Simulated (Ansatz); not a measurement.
Stepwise reaction of `[OH][Al]([OH])[SH]` with ammonia, as a gas-phase model of exchange steps in deposition or etching. ΔE in kJ/mol.

Gas-phase electronic energies from Ansatz, PBE0-D4/def2-TZVP geometries. CBS: MP2 limit from def2 TZ/QZ plus the TZ coupled-cluster correction, frozen cores. This one scheme is used for every species. Functionals use def2-TZVPP. B3LYP here is the variant with VWN-RPA as its local correlation; programs differ in this. One conformer a species, not always the lowest.

```json
{"step": "1", "reaction": "`[OH][Al]([OH])[SH]` + NH₃ → `[NH2][Al]([OH])[SH]` + H₂O", "PBE-D4": "45.0", "B3LYP-D4": "47.5", "ωB97M-V": "46.5", "CCSD(T)/CBS": "44.2"}
```

(1) Give the row of step 2, `[NH2][Al]([OH])[SH]` + NH₃ → `[NH2][Al]([NH2])[SH]` + H₂O. (Estimate.)

(2) By hand: ΔE of the 2 steps together at CCSD(T)/CBS.

Results:

(1) Computed: 
| step | reaction | PBE-D4 | B3LYP-D4 | ωB97M-V | CCSD(T)/CBS |
| --- | --- | --- | --- | --- | --- |
| 2 | `[NH2][Al]([OH])[SH]` + NH₃ → `[NH2][Al]([NH2])[SH]` + H₂O | 48.1 | 50.6 | 49.9 | 47.5 |

(2) (44.2) + (47.5) = 91.7 kJ/mol, or 45.9 kJ/mol a step.

In ΔE the steps differ by no more than 3.3 kJ/mol. All are uphill at CCSD(T)/CBS. PBE-D4 differs from CCSD(T)/CBS by 0.6 to 0.8 kJ/mol a step. Isolated molecules leave out the surface, adducts and barriers. Largest T1 diagnostic: 0.012.
